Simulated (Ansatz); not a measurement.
(MgO)n: PBE-D4/def2-TZVP single points in Ansatz on relaxed structures, gas phase. Each cluster is the lowest isomer that a short search found in that spin, judged at the geometry's level, and lower ones may exist. Binding counts from free atoms in the multiplicity of their measured ground term, without zero-point energy. Singlets are spin-restricted. A dash marks a value that wasn't run or was left out as unsound. The structures are stationary points that may keep the symmetry of their start. Remarks come from the PBE and PBE0 runs and from stability tests at other levels; not every state was tested. HOMO above LUMO (over both spins in singlets and doublets, within one spin in higher multiplets; at PBE or PBE0), or a gap under 0.15 eV within one spin, warns that the state may not be the lowest or that an electron is smeared out.

```json
{"species": "(MgO)2 ring (Mg2O2)", "atoms": "4", "state": "singlet", "geometry": "r2SCAN-D4/def2-TZVP", "HOMO (eV)": "-4.51", "LUMO (eV)": "-3.14", "gap (eV)": "1.37", "vertical IE (eV)": "7.74", "binding per atom (eV)": "2.83", "lowest of the spins relaxed": "–", "point group (within 0.1 Å)": "D2h", "remarks": "–"}
{"species": "(MgO)3 ring (Mg3O3)", "atoms": "6", "state": "singlet", "geometry": "PBE0-D4/def2-SVP", "HOMO (eV)": "-5.17", "LUMO (eV)": "-2.59", "gap (eV)": "2.58", "vertical IE (eV)": "7.93", "binding per atom (eV)": "3.37", "lowest of the spins relaxed": "–", "point group (within 0.1 Å)": "D3h", "remarks": "gap within one spin near zero at PBE or PBE0 (+1 doublet)"}
{"species": "Mg4O4", "atoms": "8", "state": "singlet", "geometry": "PBE-D4/def2-SVP", "HOMO (eV)": "-5.39", "LUMO (eV)": "-2.59", "gap (eV)": "2.80", "vertical IE (eV)": "7.76", "binding per atom (eV)": "3.53", "lowest of the spins relaxed": "singlet, of singlet/triplet/quintet", "point group (within 0.1 Å)": "D4h", "remarks": "gap within one spin near zero at PBE or PBE0 (triplet)"}
{"species": "Mg7O7", "atoms": "14", "state": "singlet", "geometry": "r2SCAN-D4/def2-SVP", "HOMO (eV)": "-5.46", "LUMO (eV)": "-2.38", "gap (eV)": "3.08", "vertical IE (eV)": "–", "binding per atom (eV)": "3.64", "lowest of the spins relaxed": "–", "point group (within 0.1 Å)": "–", "remarks": "gap within one spin near zero at PBE or PBE0 (+1 doublet), HOMO above LUMO (+1 doublet)"}
```

The gap (eV) runs from 1.37 ((MgO)2 ring) to 3.08 (Mg7O7). It rises with size. The vertical IE (eV) runs from 7.74 ((MgO)2 ring) to 7.93 ((MgO)3 ring). The binding per atom (eV) runs from 2.83 ((MgO)2 ring) to 3.64 (Mg7O7). It rises with size.
